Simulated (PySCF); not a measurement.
**Computed structure and properties of [OsO2F3]+**

System: [OsO2F3]+ (singlet); start: template (Cs). Method: PySCF 2.14.0, RKS PBE0, Os def2-SVP with ECP60, O def2-SVP, F def2-SVP; non-relativistic Hamiltonian with scalar-relativistic core potentials where named; density fitting; no spin-orbit coupling.

Input of the relaxation:

```python
mol = gto.M(atom='''
Os     0.02977     0.00000     0.01323
O      0.02977     0.00000     1.47843
O      1.45667     0.00000    -0.31967
F      0.02977     1.64150    -0.36977
F     -1.61173     0.00000    -0.36977
F      0.02977    -1.64150    -0.36977''',
    basis={'Os': 'def2-SVP', 'O': 'def2-SVP', 'F': 'def2-SVP'},
    ecp={'Os': 'def2-SVP'},
    charge=1, spin=0)
mf = dft.RKS(mol, xc='PBE0')
mf.grids.atom_grid = (50, 194)
mf = mf.density_fit()  # fitting sets: Os def2-universal-JKFIT, O def2-universal-JKFIT, F def2-universal-JKFIT
mf.conv_tol = 1e-08; mf.max_cycle = 55
mf.kernel(dm0)  # dm0: converged density of the start geometry
# quasi-Newton relaxation in Cartesian coordinates to a largest gradient under 0.00045 Eh/bohr, steps kept in the point group
```

Run from Python with OMP_NUM_THREADS=2; the lines above give its settings. Where DIIS fails, smearing, a level shift and second-order steps follow.
It took 47 s on 2 threads of Arm Neoverse V1 (shared host), from the converged density of the start.

Course of the relaxation:

```tsv
step	energy above end (eV)	largest force component within the symmetry (eV/Å)
0	5.5556	23.629
1	0.5966	6.579
2	0.1521	0.644
3	0.1077	0.319
4	0.0833	0.212
5	0.0686	0.207
6	0.0361	0.476
7	0.0175	0.505
8	0.0070	0.269
9	0.0016	0.115
10	0.0005	0.040
11	0.0002	0.062
12	0.0000	0.035
13	0.0000	0.017
```

Relaxed geometry (C2v):

```xyz
6

Os    0.0616    0.0000    0.0487
O     0.2063    0.0000    1.6957
O     1.5825    0.0000   -0.5998
F    -0.1884    1.7953   -0.0984
F    -1.5096    0.0000   -0.8851
F    -0.1884   -1.7953   -0.0984
```

```tsv
contact	Å
Os1–O2 (O)	1.653
Os1–O3 (O)	1.653
Os1–F4 (F)	1.819
Os1–F5 (F)	1.828
Os1–F6 (F)	1.819
```

On the finer grid (75, 302):

* HOMO: -18.71 eV
* LUMO: -13.35 eV
* Dipole about the centre of mass: 1.16 D
* Set of Mulliken populations of Os1 outside the core potential: s 2.40, p 6.36, d 5.23, f 0.27
* D3(BJ) dispersion energy (not in the energies): -0.105 eV

```tsv
atom	Mulliken (e)	Löwdin (e)	spin (e)
Os1	1.73	0.71	0.00
O2	-0.06	0.16	0.00
O3	-0.07	0.16	0.00
F4	-0.20	-0.01	0.00
F5	-0.20	-0.02	0.00
F6	-0.20	-0.01	0.00
```

On the grid (50, 194), as all that follows. Harmonic modes: a minimum; lowest 77 cm⁻¹ (negative: unstable), highest 1102 cm⁻¹, zero-point energy 0.400 eV.

Rigid scan of O along the line from its metal, all other atoms held (where the atom bridges, its other bond changes as well):

```tsv
distance to O2 (Å)	energy (eV)
1.35	5.259
1.45	1.890
1.55	0.385
1.65	0.000
1.75	0.265
1.85	0.882
1.95	1.665
2.10	2.918
```

Taking off one F (charge -1, singlet; the rest: singlet) in vacuum, both parts rigid, costs 20.80 eV; the small basis without counterpoise inflates it. Most of it is the attraction of opposite charges; other ways to part are cheaper, and one spin state was tried for the rest.

Rigid scan of F along the line from its metal, all other atoms held (where the atom bridges, its other bond changes as well):

| distance to F4 (Å) | energy (eV) |
| --- | --- |
| 1.52 | 2.847 |
| 1.62 | 1.037 |
| 1.72 | 0.215 |
| 1.82 | 0.000 |
| 1.92 | 0.150 |
| 2.02 | 0.509 |
| 2.22 | 1.494 |
| 2.52 | 2.989 |
| 2.92 | 4.420 |
| 3.42 | 5.391 |

One start shape was tried, so this needn't be the lowest isomer.
